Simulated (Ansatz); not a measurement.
A structure relaxed at PBE0-D4/def2-TZVP in Ansatz, charge 0, singlet:

```xyz
9

Cd    0.000    0.000    0.000
C    -0.168    1.084    1.807
H    -0.264    2.153    1.607
H     0.714    0.930    2.432
H    -1.047    0.760    2.368
C     0.169   -1.084   -1.807
H    -0.750   -1.000   -2.392
H     0.351   -2.141   -1.605
H     0.995   -0.702   -2.410
```

Problem. Give its formula, name or SMILES and point group.

Solution. CdMe2 (C2H6Cd). Point group D3 (tolerance 0.1 Å).

Problem. Summarise the bond lengths by kind (pairs closer than 1.2 times the sum of covalent radii, bridged metal pairs left out).

Solution. 2 × C–Cd 2.11 Å; 6 × C–H 1.09 Å. The metal has 2 neighbours: C 2.11 Å, C 2.11 Å.

In the def2 sets Cd takes a core potential; there is no spin–orbit coupling.
